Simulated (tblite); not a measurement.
Species: C6H11F2NSi.
SMILES with atom numbers: `[CH3:1][C@@:2]([CH2:3][C:4]#[N:5])([CH2:6][CH2:7][F:8])[SiH2:9][F:10]` (hydrogens: H11, H12, H13 on C1; H14, H15 on C3; H16, H17 on C6; H18, H19 on C7; H20, H21 on Si9)

The geometry is computed with GFN2-xTB (gas phase).

Problem. List the bond lengths, angles and torsions at this level.

Solution. 
```csv
bond,length (Å)
C1–C2,1.531
C2–C3,1.545
C3–C4,1.438
C4≡N5,1.144
C2–C6,1.535
C6–C7,1.518
C7–F8,1.379
C2–Si9,1.926
Si9–F10,1.621
"C1–H11, C1–H12, C1–H13",1.089
C3–H14,1.093
C3–H15,1.096
C6–H16,1.094
C6–H17,1.093
C7–H18,1.093
C7–H19,1.094
Si9–H20,1.451
Si9–H21,1.447
```

Bonds in one row agree within 0.01 Å and their mean is given. A selection of angles:
```csv
angle,degrees
C2–C1–H11,110.3
C2–C1–H12,111.4
H11–C1–H12,107.6
C1–C2–C3,107.0
C1–C2–C6,110.5
C1–C2–Si9,110.2
C3–C2–C6,107.6
C3–C2–Si9,109.2
C6–C2–Si9,112.2
C2–C3–C4,112.7
C2–C3–H14,109.8
C2–C3–H15,110.1
C4–C3–H14,108.0
C4–C3–H15,108.0
H14–C3–H15,108.2
C3–C4–N5,179.2
C2–C6–C7,114.3
C2–C6–H16,110.0
C2–C6–H17,109.0
C7–C6–H16,107.7
C7–C6–H17,107.7
H16–C6–H17,107.9
C6–C7–F8,110.1
C6–C7–H18,112.6
C6–C7–H19,111.2
F8–C7–H18,106.4
F8–C7–H19,106.5
H18–C7–H19,109.7
C2–Si9–F10,102.9
C2–Si9–H20,111.8
C2–Si9–H21,112.8
F10–Si9–H20,103.3
F10–Si9–H21,105.5
H20–Si9–H21,118.6
```

Dihedral angles: C1–C2–C3–C4 179° (antiperiplanar); C1–C2–C6–C7 71° (synclinal); C2–C6–C7–F8 65° (synclinal); C1–C2–Si9–F10 72° (synclinal).

Si9 (fluorine-bound silicon) is distorted tetrahedral (angles from 102.9° to 118.6°). Of the pairs four or more bonds apart, F8···Si9 is among the closest relative to their van der Waals radii: 2.77 Å, 78 % of the sum of Bondi's values. The 5 C–C bonds span 1.438 Å (C3–C4, drawn single) to 1.545 Å (C2–C3, drawn single), a spread of 0.107 Å.

Point group: C1 (no symmetry element, even within 0.4 Å). Its GFN2-xTB frequencies are all real (lowest 42 cm⁻¹). One conformer, not necessarily the lowest. 3 starts were optimised and ended at 0.00, 2.27 and 3.63 kcal/mol (GFN2-xTB); the lowest of these is shown.

Hardware: Arm Neoverse V1, one thread, on a shared host. Cost: 1.0 s wall. That covers the optimisation of the geometry.
